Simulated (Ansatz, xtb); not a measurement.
# A geometry optimisation of CH5SiSn with r2SCAN-D4/def2-SVP

The starting geometry of this gas-phase doublet was built from a drawn formula by distance geometry and a force field; its bonds are those of `[CH]1[SiH2][SnH2]1`.

```tsv
atom	x (Å)	y (Å)	z (Å)
C	-2.9915	-1.2357	0.1828
Si	-1.7147	-0.1392	0.9238
Sn	-1.2254	-2.1042	-0.6313
H	-3.3514	-1.8801	0.9395
H	-1.6087	1.1816	0.3343
H	-1.4696	-0.4166	2.3657
H	-0.4358	-3.3336	0.2468
H	-0.6014	-1.4072	-2.1286
```

Predict what it relaxes into with r2SCAN-D4/def2-SVP.

It keeps its bonds, and is `[CH]1[SiH2][SnH2]1`.

The energy falls by 0.52 eV over 26 steps:

```
step  E − E(last) (eV)
   1             0.518
   4             0.066
   7             0.008
   9             0.006
  12             0.003
  15             0.002
  18             0.001
  20             0.000
  23             0.000
  26             0.000
```

Final geometry (Å):

```xyz
8

C    -2.7928   -1.4318    0.3939
Si   -1.6562   -0.1207    1.0355
Sn   -0.8702   -1.9462   -0.5096
H    -3.8415   -1.7432    0.4585
H    -1.8319    1.2826    0.5484
H    -1.2994   -0.1271    2.4882
H    -0.2448   -3.4423    0.0315
H    -0.8618   -1.8064   -2.2134
```

From the same start GFN2-xTB ends elsewhere, differing in Si2–Sn3 (3.71 against 2.52 Å here), Si2–H7 (1.46 against 3.75 Å here), Sn3–H7 (3.88 against 1.71 Å here).

The end wasn't checked by frequencies. Open shells are spin-unrestricted. Atoms past krypton carry core potentials, without spin–orbit terms. Run with Ansatz 0.2.0, 74 s on 2 threads of Intel(R) Xeon(R) 6975P-C (Granite Rapids), on a shared host.
